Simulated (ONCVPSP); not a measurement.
chromium, ONCV: configuration errors across variants

```
Element                 : Cr (Z = 24)
Generator               : ONCVPSP 4.0.1
Type                    : optimised norm-conserving Vanderbilt (ONCV)
Functional              : Wu-Cohen
Relativity              : scalar-relativistic
Frozen core             : [Ne]
Valence charge          : 14
Reference configuration : 3s2 3p6 3d5 (charge +1)
Partial waves           : 3s: rc 1.00 bohr, ncon 4, nbas 7, qcut 5.5 1/bohr, 2 projectors, debl 2.4 Ha; 3p: rc 1.00 bohr, ncon 4, nbas 8, qcut 8 1/bohr, 1 projector; 3d: rc 1.70 bohr, ncon 3, nbas 7, qcut 7.8 1/bohr, 2 projectors, debl 3.3 Ha
Local potential         : polynomial inside 0.85 bohr (lpopt 5, dvloc0 6 Ha)
Core correction         : Teter function fitted to the true core (icmod 2), fcfact 0.55
```

In the s channel the program set the typed energies aside and used -2.967, 0.250 Ha.

All-electron excitation energies from the reference (eV): (1) 3s2 3p6 3d5 4s1 -6.842; (2) 3s2 3p6 3d4 16.016; (3) 3s2 3p6 3d3 46.752; (4) 3s2 3p6 3d4 4s2 -6.936.

Errors AE − PS in meV (a dash: test not solved or not reliable):

| change | (1) | (2) | (3) | (4) | bound ghosts | GHOST(+) flags above zero |
| --- | --- | --- | --- | --- | --- | --- |
| base | +6.8 | +26 | +269 | +68 | none | none |
| d: rc 1.24 | +2.2 | -5.3 | +56 | +13 | none | none |
| d: rc 1.52 | +4.7 | +12 | +173 | +43 | none | none |
| d: rc 1.74 | +7.3 | +29 | +291 | +74 | none | none |
| d: rc 1.88 | +9.2 | +40 | +376 | +96 | none | none |
| d: rc 2.08 | +12 | +56 | +498 | +129 | none | none |
| d: rc 2.28 | +14 | +71 | +612 | +160 | none | none |
| d: rc 2.42 | +17 | +87 | +735 | +193 | none | none |

**Question.** Give the same row for: d: rc 1.38.

**Answer.** +3.4, +4.5, +114, +28; bound ghosts: none; GHOST(+) flags above zero: none.
